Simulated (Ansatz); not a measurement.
Species: FeH, charge 0, multiplicity 4. The spin state was set by rule; other spins were not relaxed. SMILES: [FeH]
Geometry: optimised at B3LYP-D3(BJ)/def2-TZVP (Ansatz, a quantum-chemistry and plane-wave program).

Parts of the frozen-core correlation energy in def2-SVP (Ansatz, hartree). Frozen orbitals: 9; correlated occupied orbitals by spin: 6 and 3; virtual: 21 and 24. UHF or UKS for open shells. Spin-orbit coupling is left out. No relativistic terms.

```tsv
term	value
reference (HF)	-1262.78820
MP2 opposite-spin	-0.06704
MP2 same-spin	-0.05049
CCSD correlation	-0.14149
(T)	-0.00353
CCSDT minus CCSD(T)	-0.00119
CCSDT(Q) minus CCSD(T)	-0.00137
T1 diagnostic	0.085
largest doubles amplitude	0.073
<S^2> of the reference	4.707
```
